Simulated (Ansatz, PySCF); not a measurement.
Reaction R1 + R2 → P1, each structure at its B3LYP-D3(BJ)/def2-TZVP stationary point, reached from a drawn start (curvature not checked).
R1: H2 (SMILES [H][H]), charge 0, multiplicity 1.
P1: C2H6 (SMILES CC), charge 0, multiplicity 1.
R2, C2H4 (SMILES C=C) (charge 0, multiplicity 1, Z-matrix in Å and degrees):
```
C
C 1 1.3246
H 2 1.0833 1 121.73
H 1 1.0833 2 121.73 3 -180.00
H 2 1.0833 3 116.54 1 -180.00
H 1 1.0833 4 116.54 2 180.00
```

P less R. No zero-point or thermal terms.

Frozen-core correlation throughout.

Run with Ansatz (a quantum-chemistry and plane-wave program) with Gaussian orbitals; PySCF for the D3/D4 terms. Each number belongs to the level named beside it.

PBE/def2-TZVPP gives -1.769 eV for the reaction energy.

Problem. Where do these levels fall relative to PBE: PBE-D3(BJ)/def2-TZVPP, r2SCAN/def2-TZVPP, PBE0/def2-TZVPP, wB97M-V/def2-TZVPP, B2PLYP/def2-TZVPP, MP2/cc-pVQZ, CCSD(T)/cc-pVQZ.

Solution. PBE-D3(BJ)/def2-TZVPP -0.023; r2SCAN/def2-TZVPP -0.039; PBE0/def2-TZVPP -0.136; wB97M-V/def2-TZVPP -0.005; B2PLYP/def2-TZVPP 0.064; MP2/cc-pVQZ -0.016; CCSD(T)/cc-pVQZ 0.047 eV. 2 of 7 lie above PBE; the widest gap is to PBE0/def2-TZVPP.
